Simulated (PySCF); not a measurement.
ReO2F3, SMILES [O]=[Re](=[O])([F])([F])[F], multiplicity 1. Geometry: PBE-D3(BJ)/def2-SVP. The multiplicity is an assumed one; other spin states were not compared. The def2 effective core potentials stand for the cores of Re; spin–orbit coupling is left out.

### Question
Give the equilibrium geometry at PBE-D3(BJ)/def2-SVP (PySCF confirms it by a frequency run) as bond lengths and angles, and its point group. (Estimate from the structure and the level; the computed values follow.)

### Answer
point group C2v.
Atoms: Re1 O2 O3 F4 F5 F6. Bond lengths (Å): Re1–O2 1.701, Re1–O3 1.701, Re1–F4 1.891, Re1–F5 1.872, Re1–F6 1.872. Angles (°): O2–Re1–O3 108.4, O2–Re1–F4 125.8, O2–Re1–F5 95.2, O2–Re1–F6 95.2, O3–Re1–F4 125.8, O3–Re1–F5 95.2, O3–Re1–F6 95.2, F4–Re1–F5 81.1, F4–Re1–F6 81.1, F5–Re1–F6 162.3.
Charge 0, spin multiplicity 1.
